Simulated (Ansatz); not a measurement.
C3H7FOSi (`CC(C)O[Si]F`). Total charge 0; spin multiplicity 1. The structure was optimised at the PBE0-D4/def2-TZVP level. It is one conformer, not always the lowest.

```xyz
13

C     1.366    0.532   -0.150
C     0.007   -0.068    0.135
C    -1.089    0.973    0.195
O    -0.306   -0.993   -0.912
Si   -0.599   -2.592   -0.939
F    -0.454   -3.004    0.624
H     1.357    1.055   -1.109
H     1.637    1.245    0.632
H     2.133   -0.244   -0.188
H     0.041   -0.617    1.082
H    -0.880    1.698    0.986
H    -1.158    1.507   -0.756
H    -2.055    0.509    0.401
```

(1) What is the dipole moment at r2SCAN/def2-TZVPP? (An estimate is asked.)

(2) And with PBE, B3LYP, ωB97M-V? (Estimate.)

(3) Give the Mulliken charges with r2SCAN, ωB97M-V, B3LYP in def2-TZVPP. (Best estimate.)

Answers

(1) Ansatz gave: 1.91 D, with components (0.40, 1.79, 0.53) D in this frame, pointing from negative to positive charge.

(2) Ansatz gave: PBE 1.81 D, B3LYP 1.72 D, ωB97M-V 1.65 D.

(3) The calculation gave: 
| atom | r2SCAN | ωB97M-V | B3LYP |
| --- | --- | --- | --- |
| C1 | -0.13 | -0.28 | -0.24 |
| C2 | 0.21 | 0.07 | 0.17 |
| C3 | -0.13 | -0.28 | -0.24 |
| O4 | -0.34 | -0.30 | -0.31 |
| Si5 | 0.42 | 0.41 | 0.40 |
| F6 | -0.32 | -0.31 | -0.32 |
| H7 | 0.05 | 0.11 | 0.08 |
| H8 | 0.04 | 0.10 | 0.07 |
| H9 | 0.04 | 0.10 | 0.08 |
| H10 | 0.02 | 0.08 | 0.06 |
| H11 | 0.04 | 0.10 | 0.07 |
| H12 | 0.05 | 0.11 | 0.08 |
| H13 | 0.04 | 0.10 | 0.08 |

B3LYP here is the variant with VWN-RPA as its local correlation; programs differ in this.
